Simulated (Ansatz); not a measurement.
## Molecular dynamics, step by step

AlNH$_{4}$Cl$_{2}$, closed shell, BHLYP-D4/def2-SVP (Ansatz 0.2.0). Settings (timestep in fs, temperature in K, friction in 1/fs; T counts 24 degrees of freedom, while the starting velocities carry no drift of the centre of mass, so T starts below the set value):

```yaml
hamiltonian: {xc: {name: BHLYP}, dispersion: d4}
md: {n_steps: 60, timestep: 0.25, temperature: 1500, ensemble: nvt_langevin, seed: 33, friction: 0.05, initial_velocities: maxwell_boltzmann}
```

Start, the saddle point found with PBE0-D4 in triple zeta (not stationary at another level):

Al1  (-0.663, -0.146, 0.477)
H2  (-0.153, 1.559, 0.393)
Cl3  (-2.528, -0.317, -0.455)
Cl4  (-0.343, -0.829, 2.427)
H5  (0.484, 1.036, -0.183)
N6  (0.809, -0.259, -0.659)
H7  (0.701, -0.406, -1.654)
H8  (1.693, -0.638, -0.346)
(Å)

| step | time (fs) | potential energy less the start (meV) | kinetic energy (meV) | T (K) |
| --- | --- | --- | --- | --- |
| 0 | 0.00 | 0.0 | 1357.2 | 1312 |
| 4 | 1.00 | 28.2 | 1130.0 | 1093 |
| 8 | 2.00 | 111.5 | 1212.2 | 1172 |
| 12 | 3.00 | 203.8 | 1006.9 | 974 |
| 16 | 4.00 | 300.8 | 976.5 | 944 |
| 20 | 5.00 | 380.4 | 1286.2 | 1244 |
| 24 | 6.00 | 482.2 | 1234.5 | 1194 |
| 28 | 7.00 | 515.7 | 1551.0 | 1500 |
| 32 | 8.00 | 583.3 | 1390.2 | 1344 |
| 36 | 9.00 | 732.2 | 1199.4 | 1160 |
| 40 | 10.00 | 688.5 | 1450.2 | 1402 |
| 44 | 11.00 | 148.9 | 2058.4 | 1991 |
| 48 | 12.00 | -73.8 | 2422.7 | 2343 |
| 52 | 13.00 | -2.0 | 2202.5 | 2130 |
| 56 | 14.00 | 165.0 | 1864.2 | 1803 |
| 60 | 15.00 | 238.5 | 1952.7 | 1888 |

Step 16, positions (Å) and forces (eV/Å):

```json
{"atom": "Al1", "x": "-0.659", "y": "-0.144", "z": "0.456", "Fx": "-0.345", "Fy": "0.986", "Fz": "0.464"}
{"atom": "H2", "x": "0.022", "y": "1.533", "z": "0.543", "Fx": "-0.343", "Fy": "-0.207", "Fz": "-0.322"}
{"atom": "Cl3", "x": "-2.513", "y": "-0.308", "z": "-0.452", "Fx": "-0.394", "Fy": "-0.013", "Fz": "-0.263"}
{"atom": "Cl4", "x": "-0.383", "y": "-0.823", "z": "2.393", "Fx": "0.118", "Fy": "-0.378", "Fz": "0.429"}
{"atom": "H5", "x": "0.605", "y": "0.962", "z": "-0.208", "Fx": "0.119", "Fy": "-0.772", "Fz": "0.157"}
{"atom": "N6", "x": "0.801", "y": "-0.290", "z": "-0.652", "Fx": "-1.511", "Fy": "1.793", "Fz": "0.193"}
{"atom": "H7", "x": "0.702", "y": "-0.295", "z": "-1.655", "Fx": "0.899", "Fy": "-0.706", "Fz": "-0.028"}
{"atom": "H8", "x": "1.549", "y": "-0.635", "z": "-0.104", "Fx": "1.457", "Fy": "-0.702", "Fz": "-0.630"}
```

Step 20, positions (Å) and forces (eV/Å):

```csv
atom,x,y,z,Fx,Fy,Fz
Al1,-0.659,-0.142,0.450,-0.612,1.110,0.710
H2,0.069,1.503,0.551,-0.637,-0.061,-0.120
Cl3,-2.507,-0.310,-0.453,-0.521,-0.018,-0.332
Cl4,-0.391,-0.825,2.384,0.141,-0.456,0.491
H5,0.614,0.910,-0.220,0.435,-0.788,-0.065
N6,0.793,-0.293,-0.651,-0.685,1.472,0.651
H7,0.724,-0.273,-1.656,0.985,-0.841,-0.024
H8,1.517,-0.638,-0.037,0.894,-0.417,-1.311
```

Step 48, positions (Å) and forces (eV/Å):

```tsv
atom	x	y	z	Fx	Fy	Fz
Al1	-0.668	-0.147	0.449	-0.536	2.277	1.601
H2	0.158	1.249	0.610	-1.153	1.122	0.753
Cl3	-2.461	-0.319	-0.479	-1.349	-0.251	-0.903
Cl4	-0.484	-0.846	2.364	0.115	-1.195	1.150
H5	0.907	0.731	-0.532	0.061	-1.077	-0.539
N6	0.778	-0.306	-0.645	2.021	-0.428	-4.062
H7	0.911	-0.616	-1.656	-0.141	0.129	2.047
H8	1.459	-0.677	-0.012	0.984	-0.577	-0.047
```

Last step (60):

```
8
angstrom
Al -0.6677 -0.1558 0.4557
H 0.0312 1.2109 0.6608
Cl -2.4580 -0.3338 -0.4870
Cl -0.5290 -0.8673 2.3601
H 1.1086 0.8481 -0.7232
N 0.7951 -0.3410 -0.6521
H 0.9832 -0.8679 -1.5203
H 1.5662 -0.7121 -0.0530
```

The run took about 66 s on 4 CPU threads of an Arm Neoverse V1 (shared host).
